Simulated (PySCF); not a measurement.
(2R)-2-ethyloxetane (C5H10O), SMILES CC[C@@H]1CCO1.

Geometry optimised at B3LYP-D3(BJ)/def2-SVP. Other conformers were not sampled.

Vertical ionisation energy (IE) and electron affinity (EA) in eV. Rows of orbital energies are one-electron estimates. Where ΔSCF, EOM or ADC give a negative EA the extra electron is unbound and the value depends on the basis.

| level | IE | EA |
|---|---|---|
| −ε(HOMO), −ε(LUMO), M06-2X/def2-TZVP (PySCF) | 8.67 | -1.95 |
| −ε(HOMO), −ε(LUMO), PBE/def2-TZVP (PySCF) | 5.54 | -0.51 |
